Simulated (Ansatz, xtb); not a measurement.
Relative energy of two isomers of C3H7FGe

We compare I, `F[C]1([GeH3])CC1`, a singlet, with II, `F[C@@H]1C[C@H]1[GeH3]`, a singlet. Both are isolated molecules in the gas phase, relaxed with r2SCAN-D4/def2-SVP.

Energies in hartree; the thermal terms are from GFN2-xTB frequencies at re-optimised GFN2-xTB minima (ideal gas, soft modes damped towards free rotors, one conformer each, 298.15 K, 1 atm) and include the zero-point energy:

```
                               I            II
E, CCSD(T)/def2-SVP  −2292.896973  −2292.900023
    E, MP2/def2-SVP  −2292.830505  −2292.833986
  E, MP2/def2-TZVPP  −2293.528740  −2293.532617
  zero-point energy      0.083847      0.084115
       H(298 K) − E      0.091626      0.091789
       G(298 K) − E      0.052528      0.052645
```

**Question.** Correct the CCSD(T) difference for the basis set by the MP2 change, then work out ΔE, ΔE₀, ΔH and ΔG for I → II in kcal/mol (1 Eh = 627.51 kcal/mol) and the equilibrium ratio [II]/[I].

**Answer.** 1. Differences II − I: CCSD(T) −0.003050, MP2 in the small set −0.003481, MP2 in the large set −0.003877 Eh.
2. ΔE = −0.003050 + (−0.003877 − (−0.003481)) = −0.003446 Eh = −2.16 kcal/mol.
3. ΔE₀ = ΔE + ΔZPE = −0.003446 + (+0.000268) Eh = −1.99 kcal/mol.
4. ΔH = ΔE + (+0.000163) Eh = −2.06 kcal/mol.
5. ΔG = ΔE + (+0.000117) Eh = −2.09 kcal/mol, so ΔS = (ΔH − ΔG)/T = +0.4 J/(mol K).
6. kT = 0.9442 mEh, so K = [II]/[I] = exp(−ΔG/kT) = exp(+3.53) ≈ 34.

Structure II is favoured at this temperature. An error of 1 kcal/mol in ΔG would change K by a factor of 5.4. GFN2-xTB gave ΔE the other sign. Mirror images and further conformers aren't counted.

As drawn, both hold the same kinds of bond in the same numbers.

Other levels gave ΔE = +0.9 (GFN2-xTB); −1.2 (HF/STO-3G, GFN2-xTB geometries); −1.4 (r2SCAN-D4/def2-SVP//GFN2-xTB); −1.5 (r2SCAN-D4/def2-SVP); −2.8 (HF/def2-SVP); −2.2 (MP2/def2-SVP); −1.9 (CCSD(T)/def2-SVP) kcal/mol. The correlated steps freeze 13 core orbitals; the filled d shell of Ge is correlated, in a basis made for valence electrons. Programs: Ansatz 0.2.0, xtb 6.7.1.
